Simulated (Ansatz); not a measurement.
`CCB(F)Br` + NH₃ → `NB(F)Br` + `CC` at 400 K and 1 bar (ligand exchange at a B–C bond).

Gas-phase electronic energies from Ansatz, PBE0-D4/def2-TZVP geometries. CCSD(T)/CBS adds triple-zeta CCSD(T) − MP2 to the extrapolated MP2 energy (def2 sets, frozen cores). This one scheme is used for every species. For Br outer-core shells are correlated without core-valence functions, which leaves a few kJ/mol of doubt a bond. Scalar relativity is left out up to krypton. Each species was taken in one conformer, which may not be the lowest.

| species | CCSD(T)/CBS energy (Eh) | H − E (kJ/mol) | S (J/(mol·K)) |
| --- | --- | --- | --- |
| `CCB(F)Br` | -2777.13014 | 221.3 | 378.1 |
| NH₃ | -56.50880 | 104.2 | 203.1 |
| `NB(F)Br` | -2753.96125 | 113.9 | 322.6 |
| `CC` | -79.71954 | 213.5 | 244.3 |

H − E and S are ideal-gas, rigid-rotor, harmonic terms from PBE0-D4/def2-TZVP, for one conformer and one mirror image of each species. 1 Eh = 2625.50 kJ/mol, R = 8.31446 J/(mol·K).

Problem. By hand: ΔE, ΔH, ΔS and ΔG.

Solution. ΔE = (-2753.96125) + (-79.71954) − (-2777.13014) − (-56.50880) = -0.04185 Eh = -109.9 kJ/mol. Δ(H − E) = 113.9 + 213.5 − 221.3 − 104.2 = 1.9, so ΔH = -108.0 kJ/mol. ΔS = 322.6 + 244.3 − 378.1 − 203.1 = -14.3 J/(mol·K). ΔG = -108.0 − 400 × (-14.3)/1000 = -102.3 kJ/mol.

Problem. By hand: the equilibrium constant, and the temperature at which ΔG would vanish if ΔH and ΔS stayed fixed.

Solution. log₁₀ K = −ΔG/(RT ln 10) = 13.4. ΔG = 0 at ΔH/ΔS = 7552 K, far beyond where these terms or the molecules hold.

The number of gas molecules stays the same, so ΔS is small and ΔH decides. A doubt of 5 kJ/mol in ΔE shifts log₁₀ K by 0.7 here. Other conformers and mirror images would add mixing entropy, several J/(mol·K) or more a flexible species. Modes under 60 cm⁻¹, often nearly free rotors, make the harmonic entropy too high. These are equilibria of isolated gas molecules and say nothing of rates. Largest T1 diagnostic: 0.010 (customary marks: 0.02 for closed shells, 0.045 for open ones).
